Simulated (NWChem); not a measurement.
System meant: CH₃NOSi; SMILES O=C=N[SiH3]

Here is an NWChem input.

```
start job
memory heap 200 mb stack 900 mb global 1100 mb
geometry units angstroms noautoz
  Si     0.079139    -1.567390     0.002312
  N      0.006291     0.159462     0.001182
  C     -0.045049     1.366653     0.000396
  O     -0.095239     2.547946    -0.000375
  H      0.876757    -2.026168     1.188003
  H     -1.314159    -2.119359     0.083387
  H      0.737137    -2.033630    -1.263475
end
basis spherical
  * library def2-svp
end
dft
  odft
  mult 2
  xc b3lyp
  iterations 150
  mulliken
end
task dft energy
```

End of the output:

```
 Summary of "ao basis" -> "ao basis" (spherical)
 ------------------------------------------------------------------------------
       Tag                 Description            Shells   Functions and Types
 ---------------- ------------------------------  ------  ---------------------
 Si                         def2-svp                 8       18   4s3p1d
 N                          def2-svp                 6       14   3s2p1d
 C                          def2-svp                 6       14   3s2p1d
 O                          def2-svp                 6       14   3s2p1d
 H                          def2-svp                 3        5   2s1p

 Summary of "ao basis" -> "ao basis" (spherical)
 ------------------------------------------------------------------------------
       Tag                 Description            Shells   Functions and Types
 ---------------- ------------------------------  ------  ---------------------
 Si                         def2-svp                 8       18   4s3p1d
 N                          def2-svp                 6       14   3s2p1d
 C                          def2-svp                 6       14   3s2p1d
 O                          def2-svp                 6       14   3s2p1d
 H                          def2-svp                 3        5   2s1p

      Symmetry analysis of basis
      --------------------------

        a          31
        e+         22
        e-         22

  Rotation of axis
  number of electrons :                   38
  multiplicity        :                    2
 ------------------------------------------------------------------------
  no. of electrons and multiplicity not compatible                  38
 ------------------------------------------------------------------------
 ------------------------------------------------------------------------
  current input line :
    22: task dft energy
 ------------------------------------------------------------------------
 ------------------------------------------------------------------------
 There is an error in the input file
 ------------------------------------------------------------------------
 For more information see the NWChem manual at https://nwchemgit.github.io

0: no. of electrons and multiplicity not compatible:Received an Error in Communication
```

Q: Find the fault in this run and fix the input.

A: The input was rejected before any calculation. Cause: the multiplicity doesn't fit the number of electrons (an even count wants an odd multiplicity, and the reverse). This input runs:
```
start job
memory heap 200 mb stack 900 mb global 1100 mb
geometry units angstroms noautoz
  Si     0.079139    -1.567390     0.002312
  N      0.006291     0.159462     0.001182
  C     -0.045049     1.366653     0.000396
  O     -0.095239     2.547946    -0.000375
  H      0.876757    -2.026168     1.188003
  H     -1.314159    -2.119359     0.083387
  H      0.737137    -2.033630    -1.263475
end
basis spherical
  * library def2-svp
end
dft
  xc b3lyp
  iterations 150
  mulliken
end
task dft energy
```
It converges to -459.21367 Ha (B3LYP/def2-SVP).
